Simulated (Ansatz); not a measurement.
Relaxation of F₅Zr (6 atoms, charge 0, multiplicity 2), to a largest force component of 0.03 eV/Å in at most 50 steps.

Method: Ansatz, UKS PBE/def2-SVP.

```xyz
6
Properties=species:S:1:pos:R:3
Zr 0.001 0.000 -0.560
F -0.007 0.000 2.606
F 1.904 0.000 -0.690
F -0.951 1.648 -0.688
F -0.951 -1.648 -0.688
F 0.004 0.000 3.942
```

Where does it end, and by what steps?

The run converged. The force dipped under the threshold on the way, but the program's further checks kept it going. After 25 steps the energy has fallen by 5.768 eV; F6 moved furthest, 1.66 Å. Joined: Zr1–F2 (3.17 → 2.09 Å), Zr1–F6 (4.50 → 2.12 Å).

```csv
step,energy less start (eV),largest force component (eV/Å),accepted
0,0.0000,6.288,yes
1,-0.6676,6.044,yes
2,-1.8482,8.067,yes
3,-3.7006,6.755,yes
4,-4.4232,3.847,yes
5,-4.6646,0.815,yes
6,-4.6786,0.042,yes
7,-4.6787,0.007,yes
8,-4.6788,0.005,yes
9,-4.6791,0.008,yes
10,-4.6792,0.010,yes
11,-4.6880,0.114,yes
12,-4.6956,0.058,yes
13,-4.7156,0.203,yes
14,-4.7455,0.230,yes
15,-4.7908,0.244,yes
16,-4.8559,0.324,yes
17,-4.9508,0.451,yes
18,-5.0921,0.635,yes
19,-5.2999,0.834,yes
20,-5.5813,0.806,yes
21,-5.7351,0.745,yes
22,-5.7495,0.748,yes
23,-5.7631,0.466,yes
24,-5.7680,0.068,yes
25,-5.7682,0.006,yes
```

```xyz
6
Properties=species:S:1:pos:R:3
Zr -0.060 0.000 0.410
F 1.273 0.001 2.019
F 1.492 0.000 -0.707
F -1.007 1.564 -0.117
F -1.007 -1.564 -0.117
F -0.689 0.000 2.433
```

Whether the end is a true minimum wasn't checked by a vibrational analysis.

Run time: 57 s on 4 threads of Arm Neoverse V1, with other jobs on the host, peak memory 0.2 GiB.
